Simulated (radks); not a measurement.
Q: Radial electron density D(r) = 4 pi r^2 rho(r) of an atom or ion with 2 electrons. Method: scalar-relativistic Kohn-Sham, PBE, spin-polarised, spherical densities, finite nucleus; Fermi nuclear charge, rms radius of each element as measured or else 0.836 A^(1/3) + 0.57 fm; computed with a radial shooting solver on a logarithmic mesh with Libxc functionals.

```
   r/bohr * D(r) (the largest magnitude, 2.79, reaches the edge; | marks zero)
  0.03394 |  *
  0.03677 |   *
  0.03983 |   *
   0.0428 |    *
  0.04637 |     *
  0.05023 |     *
  0.05441 |      *
  0.05848 |       *
  0.06335 |        *
  0.06862 |          *
  0.07434 |           *
  0.08053 |             *
  0.08654 |              *
  0.09375 |                *
   0.1016 |                  *
     0.11 |                     *
   0.1182 |                       *
   0.1281 |                         *
   0.1387 |                            *
   0.1503 |                               *
   0.1628 |                                  *
    0.175 |                                    *
   0.1895 |                                       *
   0.2053 |                                          *
   0.2224 |                                             *
    0.239 |                                               *
    0.259 |                                                 *
   0.2805 |                                                   *
   0.3039 |                                                     *
   0.3292 |                                                      *
   0.3538 |                                                      *
   0.3832 |                                                      *
   0.4151 |                                                     *
   0.4497 |                                                   *
   0.4833 |                                                  *
   0.5236 |                                               *
   0.5672 |                                           *
   0.6144 |                                        *
   0.6656 |                                   *
   0.7153 |                                *
   0.7748 |                           *
   0.8394 |                       *
   0.9093 |                   *
   0.9771 |               *
    1.059 |            *
    1.147 |         *
    1.242 |      *
    1.346 |    *
    1.446 |   *
    1.567 | *
    1.697 | *
    1.838 |*
    1.976 |*
     2.14 *
    2.318 *
```

What is the nuclear charge?

A: Z = 3. The innermost maximum, from 1s, lies near gamma/Z bohr with gamma = sqrt(1 - (Z/c)^2) = 1.000, here 0.333 bohr (found: 0.359), and its height grows with Z. The density is that of the lithium ion Li+ in [He]; the configuration itself is not fixed sharply by these data. D(r) has 1 maximum, at r = 0.359 bohr.
